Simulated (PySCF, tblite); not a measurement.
Isomers of C6H10F2OSi, one GFN2-xTB conformer each. Single-point energies are computed at PBE0/pcSseg-1 (PySCF, gas phase, no added dispersion term), electronic only.

Task: Rank them by PBE0/pcSseg-1 energy, lowest first (kJ/mol).
A. `[CH2:1]=[CH:2][CH2:3]/[C:4](=[CH:5]/[O:6][SiH3:7])[CH:8]([F:9])[F:10]` with C1–C2–C3–C4 118°, C2–C3–C4–C5 -15°, C4–C5–O6–Si7 179°, C3–C4–C8–F9 -60°
B. `[CH3:1][SiH:2]([CH3:3])/[CH:4]=[CH:5]\[C:6](=[O:7])[CH:8]([F:9])[F:10]` with C1–Si2–C4–C5 -173°, C4–C5–C6–O7 -1°, C5–C6–C8–F9 60°
C. `[F:1][CH2:2][C@@H:3]1[O:4][C@H:5]([CH2:6][F:7])[CH:8]=[CH:9][SiH2:10]1` with F1–C2–C3–O4 166°, O4–C5–C6–F7 169°, C2–C3–O4–C5 167°, C3–O4–C5–C6 -175°, O4–C5–C8–C9 -21°, C8–C9–Si10–C3 -7°

Result: B (0.0), A (55.1), C (102.8).

As drawn, the lowest has a C=O bond and two fluorines on one carbon, which the highest lacks. GFN2-xTB itself gives, in the same order: 182.2, 0.0, 121.2. GFN2-xTB puts C=CC/C(=C/O[SiH3])C(F)F lowest instead; measured from each level's own lowest isomer, the values differ by up to 182.2 kJ/mol (C[SiH](C)/C=C\C(=O)C(F)F: 182.2 against 0.0).

Task: Which frontier levels, dipoles and rotational constants go with these structures?

Result: 
| SMILES | HOMO (eV, PBE0/pcSseg-1) | LUMO (eV) | dipole (D) | A, B, C (MHz) |
| --- | --- | --- | --- | --- |
| C[SiH](C)/C=C\C(=O)C(F)F | -7.95 | -2.60 | 1.14 | 2575, 523.9, 491.9 |
| C=CC/C(=C/O[SiH3])C(F)F | -7.06 | -0.14 | 3.52 | 1088, 720.1, 479.7 |
| FC[C@@H]1O[C@H](CF)C=C[SiH2]1 | -7.35 | -0.49 | 0.37 | 2073, 654.1, 516.9 |

Task: What happens when harmonic zero-point energies from GFN2-xTB frequencies are added?

Result: 
```csv
SMILES,ZPE (kJ/mol),electronic (kJ/mol),with ZPE (kJ/mol)
C[SiH](C)/C=C\C(=O)C(F)F,379.7,0.0,0.0
C=CC/C(=C/O[SiH3])C(F)F,371.8,55.1,47.1
FC[C@@H]1O[C@H](CF)C=C[SiH2]1,383.5,102.8,106.6
```

The zero-point energies span 11.7 kJ/mol. The order is unchanged.
